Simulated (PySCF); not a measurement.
**Two-dimensional NMR puzzle**

Compound of formula C3H12Si4. Correlations simulated from computed shifts and the bond graph:

HSQC (one-bond C–H):
```tsv
δH	δC
0.82	15.0
```

COSY cross peaks (H two or three bonds apart, from the bond graph; peaks can be absent where the dihedral angle is near 90°):
```tsv
δH	δH
3.88	3.54
```

HMBC (two and three bonds, from the bond graph):
```tsv
δH	δC
3.88	15.0, -8.7
3.54	-8.7
0.82	15.0, -8.7
```

Carbons without hydrogens: δ -8.7.

One computed conformer, in vacuum, no relativistic terms, fast rotation and ring inversion assumed for equivalent nuclei. GIAO PBE0/pcSseg-1 shieldings; structure optimised with GFN2-xTB; PySCF 2.14.

Scale: TMS for 1H and 13C (reference shieldings calculated alike).

Exchangeable hydrogens are left out of these lists.

Problem. Which molecule is this?

Solution. SMILES C1CC12[SiH2][SiH2][SiH2][SiH2]2.

Structure with atom numbers: `[CH2:1]1[CH2:2][C:3]12[SiH2:4][SiH2:5][SiH2:6][SiH2:7]2`. Each H is labelled by its parent atom.

1. δC 15.0 is C1/C2, a three-membered-ring carbon (δH 0.82).
2. δC -8.7 is C3, a three-membered-ring carbon.
3. HMBC from δH 3.88 reaches the proton-free carbon C3.
4. HMBC from δH 3.54 reaches the proton-free carbon C3.
5. HMBC from δH 0.82 reaches the proton-free carbon C3.
6. COSY links 3.88–3.54.

The shifts were computed for this structure.

Shifts are as computed. Against solution values, carbons near 30 ppm lie about +3 ppm off and those near 130 ppm about +5 ppm. Of 1211 compounds with measured shifts, 218 miss one by over three times the rms of a fit or turn the order of signals round; such compounds aren't used in these exercises.
